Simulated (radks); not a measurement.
The numbers below are computed, except where a source is named.
Task: Mean orbital radii <r> (bohr) of neutral platinum, [Xe] 4f14 5d9 6s1, of relativity; Dirac values are averaged over j with weights 2j + 1. Spin-unpolarised spherical Kohn-Sham, LDA (Slater exchange, Perdew-Wang correlation), point nucleus unless stated (finite: rms radius 5.427 fm), a radial shooting solver on a logarithmic mesh with Libxc functionals. A level marked "c x" has the speed of light scaled by that factor and shares open shells by 2j + 1; other Dirac levels either fill j = l - 1/2 first or share by 2j + 1.

| shell | non-rel. |
|---|---|
| 2p | 0.06916 |
| 3s | 0.2069 |
| 3p | 0.1971 |
| 3d | 0.1723 |
| 4s | 0.4569 |
| 4p | 0.4615 |
| 4d | 0.4709 |
| 4f | 0.5034 |
| 5s | 1.052 |
| 5p | 1.150 |
| 5d | 1.655 |
| 6s | 3.366 |

Give the values at the level "Dirac, c x 1.5".

Result: 
shell  Dirac, c x 1.5  change of magnitude (%)
2p            0.06723                    -2.79
3s             0.1983                    -4.15
3p             0.1928                    -2.18
3d             0.1714                    -0.48
4s             0.4391                    -3.90
4p             0.4525                    -1.95
4d             0.4698                    -0.24
4f             0.5089                    +1.09
5s              1.009                    -4.05
5p              1.129                    -1.86
5d              1.675                    +1.21
6s              3.168                    -5.89
